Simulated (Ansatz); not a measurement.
Coupled-cluster diagnostics for Ge(NH2)2 (GeN₂H₄), Ansatz.

Geometry of the singlet (r2SCAN-D4/def2-TZVP):

```xyz
7

Ge   -0.271   -1.017    0.661
N    -1.097   -0.250   -0.781
H    -1.930   -0.653   -1.179
H    -0.809    0.587   -1.268
N     1.085    0.203    0.811
H     1.785    0.117    1.530
H     1.238    1.012    0.226
```

Correlated methods freeze 11 core orbitals; core or outer-core shells of Ge are correlated, in sets that lack core-valence functions.

(1) Estimate the CCSD(T) correlation energy, the shares of MP2 and (T), T1 and the reference's ⟨S²⟩ for: charge 0, singlet, own geometry in def2-TZVPP; charge 1, doublet, vertical in def2-TZVPP; and the rough time on 4 threads of Arm Neoverse V1 on a shared host.

Results:

(1) 
```tsv
state	basis	correlation (eV)	MP2 share (%)	(T) share (%)	T1	⟨S²⟩ (pure)	wall time	remarks
charge 0, singlet, own geometry	def2-TZVPP	-19.314	94.2	3.9	0.013	0.00 (0.00)	33 s	–
charge 1, doublet, vertical	def2-TZVPP	-18.240	91.5	4.2	0.052	0.79 (0.75)	2.4 min	large T1
```
Customary marks for T1 are 0.02 (closed shells), 0.045 (open shells) and about 0.05 (3d metals). T1 exceeds 0.02 in 1 of 2 rows and 0.045 in 1; the higher it lies, the less the single-reference result can be trusted.
